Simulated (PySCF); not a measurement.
Working out the ionisation energy of Cu⁺

Cu⁺ [Ar] 3d10 (1S) → Cu²⁺ [Ar] 3d9 (2D). Computed with PySCF 2.14 in cc-pVDZ-DK (6s5p3d1f, 43 functions), with scalar relativity by spin-free X2C-1e. Frozen: [Ar]. Energies in hartree (1 hartree = 27.21139 eV):

| part | Cu⁺ (lower) | Cu²⁺ (upper) |
| --- | --- | --- |
| UHF | -1652.906463 | -1652.275202 |
| MP2 opposite-spin | -0.256567 | -0.179801 |
| MP2 same-spin | -0.157155 | -0.109994 |

What does Hartree-Fock give?

(-1652.275202) − (-1652.906463) = 0.631261 hartree = 17.177 eV.

What do MP2 and SCS-MP2 (6/5 opposite-spin, 1/3 same-spin) give?

The opposite-spin parts differ by 2.089 eV and the same-spin parts by 1.283 eV. MP2: 17.177 + (2.089) + (1.283) = 20.549 eV. SCS-MP2: 17.177 + 1.2 × (2.089) + (1.283)/3 = 20.111 eV.

Reference: 20.292 eV (measured; NIST Atomic Spectra Database, ionization energies), between the lowest levels; spin-orbit coupling is absent from the calculation.

A double-zeta basis recovers only part of the correlation energy.

What remains against the reference includes basis incompleteness, the frozen core and correlation beyond second order.
